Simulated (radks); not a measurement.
The numbers below are computed, except where a source is named.
Effect of the nuclear size on neutral praseodymium, [Xe] 4f3 6s2. Level of theory: Dirac Kohn-Sham, relativistic LDA (MacDonald-Vosko exchange, VWN5 correlation), spin-unpolarised, spherical densities, finite nucleus; open shells are shared between the two j in proportion to 2j + 1; Fermi nuclear charge, rms radius 4.8919 fm (a radial shooting solver on a logarithmic mesh with Libxc functionals). The rms radius is varied about that value; shifts are against it.

[
 {"rms radius (fm)": "4.3293", "total energy shift (eV)": "-2.49", "density at nucleus (e/bohr^3)": "4.227e+05", "1s1/2 shift (meV)": "-1030", "2s1/2 shift (meV)": "-127", "5s1/2 shift (meV)": "-0.912", "5p1/2 shift (meV)": "0.140", "6s1/2 shift (meV)": "-0.047", "6p1/2 (empty) shift (meV)": "0.042", "4f7/2 shift (meV)": "0.209"},
 {"rms radius (fm)": "4.4027", "total energy shift (eV)": "-2.18", "density at nucleus (e/bohr^3)": "4.211e+05", "1s1/2 shift (meV)": "-900", "2s1/2 shift (meV)": "-111", "5s1/2 shift (meV)": "-0.798", "5p1/2 shift (meV)": "0.123", "6s1/2 shift (meV)": "-0.041", "6p1/2 (empty) shift (meV)": "0.036", "4f7/2 shift (meV)": "0.183"},
 {"rms radius (fm)": "4.8919", "total energy shift (eV)": "0", "density at nucleus (e/bohr^3)": "4.117e+05", "1s1/2 shift (meV)": "0.000", "2s1/2 shift (meV)": "0.000", "5s1/2 shift (meV)": "0.000", "5p1/2 shift (meV)": "0.000", "6s1/2 shift (meV)": "0.000", "6p1/2 (empty) shift (meV)": "0.000", "4f7/2 shift (meV)": "0.000"},
 {"rms radius (fm)": "5.1854", "total energy shift (eV)": "1.39", "density at nucleus (e/bohr^3)": "4.066e+05", "1s1/2 shift (meV)": "575", "2s1/2 shift (meV)": "71.0", "5s1/2 shift (meV)": "0.510", "5p1/2 shift (meV)": "-0.079", "6s1/2 shift (meV)": "0.026", "6p1/2 (empty) shift (meV)": "-0.023", "4f7/2 shift (meV)": "-0.117"},
 {"rms radius (fm)": "5.8703", "total energy shift (eV)": "4.89", "density at nucleus (e/bohr^3)": "3.959e+05", "1s1/2 shift (meV)": "2020", "2s1/2 shift (meV)": "249", "5s1/2 shift (meV)": "1.79", "5p1/2 shift (meV)": "-0.276", "6s1/2 shift (meV)": "0.092", "6p1/2 (empty) shift (meV)": "-0.082", "4f7/2 shift (meV)": "-0.410"}
]

Slopes of the eigenvalues against <r^2> in GHz/fm^2, as finite differences over the two radii next to the reference (eigenvalue slopes, not the field-shift constants of lines): 1s1/2 47500, 2s1/2 5870, 5s1/2 42.2, 5p1/2 -6.49, 6s1/2 2.16, 6p1/2 (empty) -1.92, 4f7/2 -9.64.
